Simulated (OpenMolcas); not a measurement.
V2+ (d3) among equal point charges was computed by CASSCF with the d shell active (OpenMolcas, ANO-RCC-VDZP on the metal). Its lowest spin-free states, and all those of the highest spin:

| 2S+1 | Degeneracy | E (cm-1) |
| --- | --- | --- |
| 4 | 1 | 0.0 |
| 4 | 3 | 7112 |
| 4 | 3 | 12415 |
| 2 | 2 | 15893 |
| 2 | 3 | 16717 |
| 2 | 1 | 20738 |
| 2 | 3 | 21208 |
| 4 | 3 | 23524 |
| 2 | 3 | 23973 |
| 2 | 3 | 24407 |
| 2 | 2 | 25980 |
| 2 | 3 | 29305 |

Q: Is the site octahedral, tetrahedral or cube-like, axial, or of lower symmetry?

A: The states with 2S+1 = 4 have orbital degeneracies 1, 3, 3, 3. Threefold states need a cubic site. For d3 at this spin an octahedron puts the single A2 below the threefold T2 and a tetrahedron or cube puts the threefold T1 below the threefold T2, so the site is octahedral. The first gap at this spin, 7110 cm-1, is |10Dq| in ligand-field theory. The run had V2+ among 6 point charges of -1 e arranged as an octahedron (Oh), 1.79 Å from the ion.

Without dynamic correlation the repulsion within the d shell is too large (B by tens of per cent), so at a given field states of lower spin stand too high. Point charges carry no covalency, so the field is a model and not that of real ligands. No measured value stands beside these numbers.
